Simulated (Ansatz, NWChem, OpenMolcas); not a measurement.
# A ladder of methods for SnHCl3O (SMILES [OH][Sn]([Cl])([Cl])[Cl])

SnHCl3O has 6 atoms, charge 0, and is taken as a singlet. SMILES: `[OH][Sn]([Cl])([Cl])[Cl]`. Geometry: relaxed at PBE0-D4/def2-TZVP.

```xyz
6

O    -0.6743    0.4775    1.3636
Sn    0.2519   -0.2010   -0.1899
Cl    1.9312   -1.5297    0.5953
Cl   -1.1754   -1.4113   -1.5195
Cl    1.1050    1.5259   -1.4392
H    -1.3961    1.0745    1.1436
```

Quantity: the energy change with the Sn2–Cl4 bond stretched from 2.296 to 2.984 Å, in eV. The values are calculated.

```
                                         level                    kind     program  value (eV)
  SVWN5/def2-SVP (core potential) (restricted)                     LDA  OpenMolcas        1.43
   TPSS/def2-SVP (core potential) (restricted)                meta-GGA  OpenMolcas        1.23
 r2SCAN/def2-SVP (core potential) (restricted)                meta-GGA      Ansatz        1.37
 M06-2X/def2-SVP (core potential) (restricted)         hybrid meta-GGA      NWChem        1.57
wB97M-V/def2-SVP (core potential) (restricted)  range-separated hybrid      Ansatz        1.65
 B2PLYP/def2-SVP (core potential) (restricted)           double hybrid  OpenMolcas        1.44
RPA@PBE/def2-SVP (core potential) (restricted)                     RPA      Ansatz        1.36
    MP2/def2-SVP (core potential) (restricted)     perturbation theory      Ansatz        1.64
   CCSD/def2-SVP (core potential) (restricted)   coupled cluster or CI      Ansatz        1.60
```

The first shape isn't each level's own minimum. The values span 1.23 to 1.65 eV. In the correlated wave-function rows the outer d shell of Sn is correlated, in sets not made for it.
